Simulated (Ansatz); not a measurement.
Two members of one family (Tetramethylammonium salts), computed with Ansatz in the gas phase; def2 core potentials for I, no spin–orbit coupling. Binding counts from free atoms in the multiplicity of their measured ground term, without zero-point energy. The structures are stationary points that may keep the symmetry of their start.

First: tetramethylammonium benzoate (singlet, charge 0, PBE-D4/def2-SVP geometry).

```xyz
31

C    -3.030   -0.613   -3.056
N    -1.992   -0.389   -2.006
C    -0.624   -0.276   -2.632
C    -1.966   -1.546   -1.037
C    -2.290    0.880   -1.247
H    -2.799   -1.544   -3.607
H    -4.020   -0.699   -2.573
H    -3.028    0.245   -3.754
H    -0.592    0.643   -3.246
H     0.109   -0.262   -1.785
H    -0.461   -1.167   -3.268
H    -2.918   -1.557   -0.476
H    -1.853   -2.480   -1.618
H    -1.073   -1.385   -0.380
H    -3.292    0.775   -0.789
H    -2.295    1.716   -1.970
H    -1.495    1.033   -0.452
O    -0.224    1.248    0.801
C     0.643    0.329    0.797
O     0.676   -0.677    0.007
C     1.760    0.420    1.828
C     1.797    1.493    2.740
C     2.824    1.580    3.691
C     3.824    0.593    3.739
C     3.793   -0.480    2.831
C     2.765   -0.564    1.881
H     0.999    2.246    2.671
H     2.847    2.421    4.403
H     4.631    0.661    4.486
H     4.576   -1.255    2.868
H     2.707   -1.389    1.155
```

```
              level  HOMO (eV)  LUMO (eV)  gap (eV)  binding per atom (eV)
    PBE-D4/def2-SVP      -4.11      -0.65      3.46                   4.67
   PBE-D4/def2-TZVP      -4.43      -0.88      3.55                   4.61
r2SCAN-D4/def2-TZVP      -4.72      -0.71      4.01                   4.48
   PBE0-D4/def2-SVP      -5.79       0.19      5.99                   4.57
  PBE0-D4/def2-TZVP      -6.04      -0.05      5.99                   4.51
```

Second: tetramethylammonium triiodophenyl difluorosulfonate ester (singlet, charge 0, PBE-D4/def2-SVP geometry).

```csv
atom,x (Å),y (Å),z (Å)
C1,-1.9812,-0.2730,3.1536
N2,-1.5652,1.1326,2.8084
C3,-1.3913,1.9426,4.0532
C4,-2.6329,1.7573,1.9465
C5,-0.2605,1.0764,2.0503
H6,-2.9643,-0.2369,3.6580
H7,-2.0222,-0.8509,2.2040
H8,-1.2199,-0.7080,3.8277
H9,-0.6035,1.4852,4.6794
H10,-1.0952,2.9702,3.7744
H11,-2.3463,1.9656,4.6093
H12,-2.8327,1.1037,1.0670
H13,-3.5501,1.8556,2.5565
H14,-2.2819,2.7531,1.6225
H15,-0.3844,0.3610,1.2139
H16,0.5256,0.7180,2.7397
H17,-0.0168,2.0860,1.6757
O18,1.1279,0.5257,-0.8437
C19,0.3249,0.1504,-1.6644
O20,0.6019,-0.6855,-2.7125
C21,1.9125,-1.0920,-2.8707
C22,2.3268,-2.3487,-2.3866
I23,0.9397,-3.5559,-1.3619
C24,3.6410,-2.7960,-2.5977
C25,4.5358,-1.9707,-3.2924
I26,6.5221,-2.6382,-3.6143
C27,4.1489,-0.7167,-3.7898
C28,2.8311,-0.2881,-3.5723
I29,2.2104,1.5812,-4.3401
C30,-1.1647,0.4897,-1.6532
F31,-1.6517,0.6917,-2.8943
F32,-1.3216,1.6420,-0.9314
S33,-2.1731,-0.8967,-0.7809
O34,-1.2417,-1.2698,0.3568
O35,-2.3570,-1.9332,-1.8166
O36,-3.3977,-0.1665,-0.3139
H37,3.9522,-3.7790,-2.2195
H38,4.8552,-0.0820,-4.3406
```

What does the change do? Estimate second minus first.


```csv
level,Δ HOMO (eV),Δ LUMO (eV),Δ gap (eV),Δ binding per atom (eV)
PBE-D4/def2-SVP,-0.97,-1.79,-0.82,-0.18
PBE-D4/def2-TZVP,-1.06,-1.70,-0.65,-0.15
r2SCAN-D4/def2-TZVP,-1.10,-1.78,-0.67,-0.19
PBE0-D4/def2-SVP,-0.86,-1.83,-0.97,-0.24
PBE0-D4/def2-TZVP,-0.71,-1.69,-0.98,-0.20
```
